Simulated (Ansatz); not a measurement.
Compare A (`[O][GaH][Cl]`•) with its isomer B (`[OH][Ga][Cl]`•).

Program: Ansatz. Geometries: PBE0-D4/def2-TZVP. ΔE: electronic, gas phase. CCSD(T)/CBS is the MP2 limit (def2-TZVPP, def2-QZVPP) plus CCSD(T) − MP2 in def2-TZVPP, frozen cores. Functionals use def2-TZVPP. B3LYP here is the variant with VWN-RPA as its local correlation; programs differ in this. Open shells (•) are unrestricted, without spin–orbit coupling. For Ga outer-core shells are correlated without core-valence functions, which leaves a few kJ/mol of doubt a bond. Scalar relativity is left out up to krypton. One conformer a species, not always the lowest.

Problem. Which is lower in electronic energy at CCSD(T)/CBS, and by how much? (Best estimate.)

Solution. Computed: B, by 39.9 kcal/mol.

Problem. Give E(B) − E(A) in kcal/mol with HF/def2-TZVPP, CCSD(T)/def2-SVP, PBE0-D4, r2SCAN-D4, B3LYP-D4, B3LYP, CCSD(T)/def2-TZVPP. (Best estimate.)

Solution. Ansatz gave: HF/def2-TZVPP -23.8, CCSD(T)/def2-SVP -35.6, PBE0-D4 -39.7, r2SCAN-D4 -38.8, B3LYP-D4 -39.0, B3LYP -39.1, CCSD(T)/def2-TZVPP -38.8. None reverses the order clearly.

Problem. Does the order hold for the free energy at 298.15 K (harmonic terms from PBE0-D4)? (An estimate is asked.)

Solution. The calculation gave: Yes: G(B) − G(A) = -37.4 kcal/mol, for one conformer each.

Largest T1 diagnostic: 0.015.

Leaving LDA and LC-ωPBE aside and taking each functional with its dispersion term where it has one, the values, not all of them listed here, spread over 7.9 kcal/mol, from PBE-D4 to BHLYP-D4. LDA lies −6.6 kcal/mol from PBE without D4. From r2SCAN to r2SCAN0 (25 % exact exchange), in def2-TZVPP and without D4, E(B) − E(A) moves by +1.6 kcal/mol.
